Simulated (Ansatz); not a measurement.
Species: H4AlB, SMILES `[BH2][AlH2]` (charge 0, multiplicity 1), formula H$_{4}$AlB.

Task: How many basis functions does frozen-core CCSD(T)/cc-pVTZ // M06-2X/def2-TZVP in Ansatz (a program for electronic structure) use, how many core orbitals are frozen, and how many electrons are correlated?

Result: 120 basis functions and 6 frozen orbitals, which leaves 10 correlated electrons. Core time is of the order of seconds.
